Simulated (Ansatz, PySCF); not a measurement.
Molecule: CBF2O (charge 0, doublet). It need not be the lowest isomer of its formula. 
Coordinates optimised at B3LYP-D3(BJ)/def2-TZVP (Ansatz, an electronic-structure program):
```
B
F 1 1.3292
F 1 1.3292 2 120.99
C 1 1.4984 2 119.51 3 -180.00
O 4 1.1579 3 151.75 1 -180.00
```
Charge 0, spin multiplicity 2.

Wanted: atomisation energy (electronic, to ground-state atoms), in eV. Valence correlation only, unless marked. Open shells are spin-unrestricted. No spin-orbit coupling. Non-relativistic. The coupled-cluster limit lacks core correlation, which all-electron functionals hold. CBS(X,Y): correlation extrapolated as X^-3; Hartree-Fock from the larger set. The bracket is a focal-point correction in the basis named.

| level | program | atomisation energy (eV) |
|---|---|---|
| HF/6-31G | Ansatz | 14.78 |
| HF/cc-pVQZ | Ansatz | 18.04 |
| HF-D3(BJ)/def2-TZVPD | PySCF + dftd3 | 18.56 |
| PBE-D3(BJ)/def2-TZVPD | Ansatz + dftd3 | 26.73 |
| B97M-V/def2-TZVPD | Ansatz | 25.48 |
| PBE0-D3(BJ)/def2-TZVPD | Ansatz + dftd3 | 25.54 |
| PBE0/def2-QZVPP | Ansatz | 25.54 |
| BHLYP/def2-TZVPD | Ansatz | 23.77 |
| HSE06-D4/def2-TZVPD | Ansatz + dftd4 | 25.59 |
| HSE06/def2-TZVPD | Ansatz | 25.53 |
| LC-wPBE-D3(BJ)/def2-TZVPD | Ansatz + dftd3 | 25.70 |
| wB97M-V/def2-TZVPD | Ansatz | 25.43 |
| PBE-QIDH/def2-TZVPD | Ansatz | 25.21 |
| MP2/STO-3G | Ansatz | 21.29 |
| MP2/cc-pVDZ | Ansatz | 24.42 |
| MP2/cc-pVTZ | Ansatz | 25.97 |
| RI-MP2/CBS(cc-pVTZ,cc-pVQZ) | Ansatz | 26.65 |
| SCS-MP2/cc-pVTZ | Ansatz | 25.14 |
| CCSD/6-31G* | Ansatz | 23.39 |
| RI-MP2/CBS(cc-pVTZ,cc-pVQZ)+[CCSD(T)-MP2]/cc-pVDZ | Ansatz | 25.22 |
| RI-MP2/CBS(cc-pVTZ,cc-pVQZ)+[CCSD(T)-MP2]/cc-pVTZ | Ansatz | 25.18 |
